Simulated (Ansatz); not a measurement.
Consider the formal hydrolysis of a Mg–S bond: `C[S][Mg][OH]` + H₂O → `[OH][Mg][OH]` + CH₃SH.

Program: Ansatz. Geometries: PBE0-D4/def2-TZVP. ΔE: electronic, gas phase. CBS: MP2 limit from def2 TZ/QZ plus the TZ coupled-cluster correction, frozen cores. This one scheme is used for every species. DFT in def2-TZVPP. For Mg outer-core shells are correlated without core-valence functions, which leaves a few kJ/mol of doubt a bond. Each species was taken in one conformer, which may not be the lowest.

(1) Is it downhill or uphill in electronic energy at CCSD(T)/CBS, and by how much? (Estimate.)

(2) What do these levels give: PBE-D4, revPBE-D4, r2SCAN-D4, r2SCANh-D4, PBE0, r2SCAN0, BHLYP, HF/def2-TZVPP, SCS-MP2/def2-TZVPP, CCSD(T)/def2-TZVPP, SCS-MP2/def2-QZVPP, MP2/CBS(def2)? (Estimate.)

Largest T1 diagnostic among the species: 0.011.

Answers

(1) Ansatz gave: Nearly level: ΔE = -1.9 kJ/mol.

(2) Ansatz gave: PBE-D4 2.6, revPBE-D4 2.5, r2SCAN-D4 -3.6, r2SCANh-D4 -2.3, PBE0 2.8, r2SCAN0 -1.4, BHLYP -7.1, HF/def2-TZVPP -4.0, SCS-MP2/def2-TZVPP -7.8, CCSD(T)/def2-TZVPP -2.6, SCS-MP2/def2-QZVPP -7.8, MP2/CBS(def2) -3.6 kJ/mol.

At CCSD(T), def2-SVP lies −10.5 kJ/mol from the extrapolated value and def2-TZVPP −0.7 kJ/mol. From BLYP to BHLYP (50 % exact exchange), in def2-TZVPP and without D4, ΔE moves by +3.3 kJ/mol.
